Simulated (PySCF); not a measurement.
# A search over the determinants of NaGe

Unrestricted PBE0; Na 6-31G(d,p), Ge 6-31G(d,p); no relativity (PySCF 2.14). Outer shells of the fragments: Na 3s1; Ge 3d10 4s2 4p2.

Followed along the bond (rough minima from three points):

| 2Ms+1 | unpaired | ⟨S²⟩ at the start | R at minimum (Å) | Te (eV) |
| --- | --- | --- | --- | --- |
| 4 | σ ↑, π ↑↑ | 3.75 | 2.74 | 0.00 |
| 2 | π ↑ | 0.77 | 2.91 | 0.46 |
| 2 | σ ↓, π ↑↑ | 1.76 | 2.83 | 0.51 |
| 2 | σ ↑, π ↑↓ | 1.76 | 2.77 | 0.54 |
| 2 | σ ↑ | 0.75 | 2.77 | 1.35 |

Solutions found at the starting distance of 2.735 Å, counted from the lowest of them; the search is not exhaustive and high or unbound solutions are not listed, so other states can lie among these:

```json
{"2Ms+1": "4", "unpaired": "σ ↑, π ↑↑", "term": "⁴Σ⁻", "E (eV)": "0.00", "⟨S²⟩": "3.75", "⟨Lz²⟩": "0.00", "μ (D)": "-7.17"}
{"2Ms+1": "2", "unpaired": "π ↑", "term": "²Π", "E (eV)": "0.50", "⟨S²⟩": "0.77", "⟨Lz²⟩": "1.00", "μ (D)": "-4.85"}
{"2Ms+1": "2", "unpaired": "σ ↓, π ↑↑", "term": "mixed", "E (eV)": "0.52", "⟨S²⟩": "1.76", "⟨Lz²⟩": "0.00", "μ (D)": "-6.56"}
{"2Ms+1": "2", "unpaired": "σ ↑, π ↑↓", "term": "mixed", "E (eV)": "0.55", "⟨S²⟩": "1.76", "⟨Lz²⟩": "2.01", "μ (D)": "-6.87"}
{"2Ms+1": "2", "unpaired": "σ ↑", "term": "mixed", "E (eV)": "1.35", "⟨S²⟩": "0.75", "⟨Lz²⟩": "2.00", "μ (D)": "-6.58"}
{"2Ms+1": "4", "unpaired": "σ ↑↑, π ↑", "term": "⁴Π", "E (eV)": "1.87", "⟨S²⟩": "3.75", "⟨Lz²⟩": "1.00", "μ (D)": "3.97"}
{"2Ms+1": "2", "unpaired": "π ↑", "term": "²Π", "E (eV)": "2.10", "⟨S²⟩": "0.76", "⟨Lz²⟩": "1.02", "μ (D)": "-7.49"}
{"2Ms+1": "4", "unpaired": "σ ↑, π ↑↑", "term": "mixed", "E (eV)": "3.30", "⟨S²⟩": "3.75", "⟨Lz²⟩": "2.00", "μ (D)": "2.73"}
```

A term symbol is given only where ⟨S²⟩ and ⟨Lz²⟩ are close to those of a pure state; real π, δ and φ orbitals otherwise mix terms. A positive dipole means Na(−)Ge(+).

Spin–orbit coupling is left out. Counting both spins, an empty level lies below a filled one in some of these solutions, because spin and occupation are held.
